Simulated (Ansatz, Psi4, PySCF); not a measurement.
H2P, charge -1, singlet, at a GFN2-xTB geometry (in this run its highest filled SCF level lies above zero, so its values depend strongly on the basis, on diffuse functions most of all). Base run: CAMB3LYP/cc-pVTZ run with PySCF.

PySCF was given this input:
```python
from pyscf import gto, scf, dft

mol = gto.M(
    atom='''
P    -0.001499    0.074311    0.082110
H     0.970783   -0.554794   -0.600600
H    -0.948298   -0.559867   -0.631046
''',
    basis='cc-pvtz',
    charge=-1,
    spin=0,
    verbose=4,
)

mf = dft.RKS(mol)
mf.xc = 'camb3lyp'
mf.kernel()
```

The same geometry, method and basis name were run in Ansatz (a quantum-chemistry and plane-wave program) and Psi4 and PySCF, at each program's defaults and at the settings that a row names. The base is PySCF at its defaults. Differences at the defaults can come from grids, fitting, cores and function types together.

| code and settings | ΔE vs base (mEh) | basis functions | E (Eh) | SCF cycles |
|---|---|---|---|---|
| PySCF, defaults (exact integrals, its default grid, spherical functions) | 0.000 | 62 | -342.54822 | 8 |
| Psi4, defaults (density fitting with its default set, its default grid, spherical functions) | 0.044 | 62 | -342.54817 | 7 |
| Ansatz, defaults (factorised integrals, its default grid, spherical functions) | 0.007 | 62 | -342.54821 | - |
| PySCF, density fitting with def2-universal-jkfit | -0.050 | 62 | -342.54827 | 8 |
| PySCF, fine grid | 0.000 | 62 | -342.54822 | 8 |
| Psi4, exact integrals, spherical functions, fine grid | 0.000 | 62 | -342.54822 | 9 |
| Ansatz, high accuracy | 0.000 | 62 | -342.54822 | - |
